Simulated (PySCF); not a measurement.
# Li⁻ (lithium, charge -1) across methods

[He] 2s2, closed-shell 1S. Computed with PySCF 2.14 in aug-cc-pCVQZ, with no relativity, point nucleus.

```csv
method,E (hartree),mean ε 1s (eV),mean ε 2s (eV),Σ⟨r²⟩ (bohr²),⟨S²⟩
LC-wPBE,-7.4893,-52.792,-0.791,69.86,0.000
r2SCAN,-7.4961,-48.675,0.808,81.53,0.000
wB97X,-7.4998,-53.444,-0.714,75.13,0.000
wB97X-V,-7.4948,-53.342,-0.667,71.81,0.000
PBE0,-7.4853,-51.098,0.465,77.31,0.000
PBE,-7.4809,-47.006,0.863,81.23,0.000
LDA,-7.3656,-46.335,0.805,84.21,0.000
```

Task: Estimate the same row for UHF.

Result: E (hartree) = -7.42818; mean ε 1s (eV) = -63.199; mean ε 2s (eV) = -0.393; Σ⟨r²⟩ (bohr²) = 87.11; ⟨S²⟩ = 0.000.

The highest occupied level is positive at r2SCAN, PBE0, PBE, LDA: only the finite basis holds that electron, which in a density functional comes from self-interaction.
